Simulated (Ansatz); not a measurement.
Job for Ansatz (an electronic-structure program): R-CCSD(T)/def2-TZVPP on H3InO3 (SMILES [OH][In]([OH])[OH]). Elements past Kr take the def2 small-core potentials; no spin–orbit coupling.

Ansatz 0.2 input:
```yaml
crystal:
  periodic: [false, false, false]
  atoms:
    - {symbol: In, position_ang: [0.00049692, 0.00049491, -0.00013517]}
    - {symbol: O, position_ang: [1.98030334, 0.04035521, 0.17903030]}
    - {symbol: H, position_ang: [2.34676499, -0.84127485, 0.31185371]}
    - {symbol: O, position_ang: [-1.00844344, 1.69038352, -0.28221935]}
    - {symbol: H, position_ang: [-0.42486492, 2.45693496, -0.31409684]}
    - {symbol: O, position_ang: [-0.97128718, -1.73106777, 0.10338282]}
    - {symbol: H, position_ang: [-1.92296972, -1.61592599, 0.00218453]}
basis:
  gaussian:
    orbitals: def2-TZVPP
magnetization: {spin_polarized: false}
correlation: {method: ccsd_t, electrons: outside_noble_gas}
scf: {lower_state_search: off}
```

Output:

```
WARN ansatz: RAYON_NUM_THREADS=4 ignored (pool sized by the plan → 4); use --threads N
Functional definition: HF
these checks for a lower state are left out or cut short: stability, starts, cluster_reference, orbital_swaps, neighbouring_geometries, increment
integrals: 0.63 GiB planned
1331 factors; integrals over basis functions are off by at most 6.2e-4 eV
mean field: 0.70 GiB planned
mean field evaluation 1: about -11304.5987 eV, gradient 6.4e1 eV
mean field evaluation 2: about -11304.6541 eV, gradient 6.4e1 eV
mean field evaluation 4: about -11311.5022 eV, gradient 2.6e0 eV
mean field evaluation 8: about -11311.5426 eV, gradient 1.9e-1 eV
mean field -11311.54277520 eV, -415.6915297496 hartree, gradient 1.4e-6 eV, S^2 0.000000; 0 other end points of the search recorded, 0 dependent functions left out
12 core orbitals not correlated, not the lowest: weight in the atoms' cores, before any rotation towards them, 0.920 or more for the frozen orbitals, at most 0.066 for the correlated occupied ones
reference -11311.54277520 eV, -415.6915297496 hartree; 12, 12 occupied and 161, 161 virtual orbitals, 1331 factors
second order -22.30445396 eV of doubles, -0.00000000 eV of singles
coupled cluster: 1.89 GiB planned
cycle   1  -21.62931120 eV  change    6.8e-1 eV  update   1.2e-1
cycle   2  -22.14042021 eV  change   -5.1e-1 eV  update   3.8e-2
cycle   3  -22.29148901 eV  change   -1.5e-1 eV  update   1.9e-2
cycle   4  -22.27810903 eV  change    1.3e-2 eV  update   5.4e-3
cycle   5  -22.27341925 eV  change    4.7e-3 eV  update   2.2e-3
cycle   6  -22.27460353 eV  change   -1.2e-3 eV  update   8.2e-4
cycle   7  -22.27420644 eV  change    4.0e-4 eV  update   2.5e-4
cycle   8  -22.27404382 eV  change    1.6e-4 eV  update   8.5e-5
cycle   9  -22.27406075 eV  change   -1.7e-5 eV  update   3.3e-5
cycle  10  -22.27407100 eV  change   -1.0e-5 eV  update   1.2e-5
perturbative correction -0.81788414 eV, -0.0300566877 hartree
Total energy: -11334.63473034 eV, -416.5401434486 hartree
Checks for a lower state left out: stability, starts, cluster_reference, orbital_swaps, neighbouring_geometries, increment
```

The run converged.

Cost: around 70 core-seconds (rough).
